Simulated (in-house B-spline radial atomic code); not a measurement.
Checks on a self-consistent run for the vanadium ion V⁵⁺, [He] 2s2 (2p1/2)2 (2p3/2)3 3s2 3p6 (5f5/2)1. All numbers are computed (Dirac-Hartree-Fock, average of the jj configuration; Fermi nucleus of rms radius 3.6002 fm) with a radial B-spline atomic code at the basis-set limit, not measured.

```json
{"orbital": "1s1/2", "q": "2", "ε (Eh)": "-208.97485", "<1/r>": "22.8588", "<r²>": "0.00591489", "small-component weight": "0.006813"}
{"orbital": "2s1/2", "q": "2", "ε (Eh)": "-29.11401", "<1/r>": "4.91897", "<r²>": "0.107236", "small-component weight": "0.0012554"}
{"orbital": "2p1/2", "q": "2", "ε (Eh)": "-25.53357", "<1/r>": "4.84336", "<r²>": "0.0862011", "small-component weight": "0.0012268"}
{"orbital": "2p3/2", "q": "3", "ε (Eh)": "-25.29736", "<1/r>": "4.73709", "<r²>": "0.0913267", "small-component weight": "0.0011945"}
{"orbital": "3s1/2", "q": "2", "ε (Eh)": "-6.84895", "<1/r>": "1.62833", "<r²>": "0.854422", "small-component weight": "0.00030291"}
{"orbital": "3p1/2", "q": "2", "ε (Eh)": "-5.60210", "<1/r>": "1.53395", "<r²>": "0.909142", "small-component weight": "0.00027535"}
{"orbital": "3p3/2", "q": "4", "ε (Eh)": "-5.54170", "<1/r>": "1.55452", "<r²>": "0.922465", "small-component weight": "0.0002895"}
{"orbital": "5f5/2", "q": "1", "ε (Eh)": "-0.73841", "<1/r>": "0.256705", "<r²>": "29.0722", "small-component weight": "2.2046e-05"}
```

Electron-electron repulsion V_ee = 269.6197 hartree.

(1) What total energy follows from the eigenvalues?

(2) Does the Dirac virial theorem hold?

(3) What diamagnetic shielding (Lamb formula) and susceptibility (Langevin formula) do the radii give?

Answers

(1) The eigenvalues count the repulsion twice, so E = Σqε - V_ee = -650.944 - 269.620 = -920.564 hartree; the run printed -920.564.

(2) For a point nucleus E = -2c²Σq·w, with w the small-component weight. Here Σq·w = 0.024511 and c = 137.0360, so the ratio E/(-2c²Σq·w) is 1.000005; the finite nucleus accounts for the departure from 1.

(3) σ = (α²/3)Σq<1/r> = 92.2529/(3·137.036²) = 1637.5 ppm, and χ = -0.79199×10⁻⁶·Σq<r²> = -29.27×10⁻⁶ cm³/mol with Σq<r²> = 36.962 bohr². Both are non-relativistic formulas without the paramagnetism of open shells.
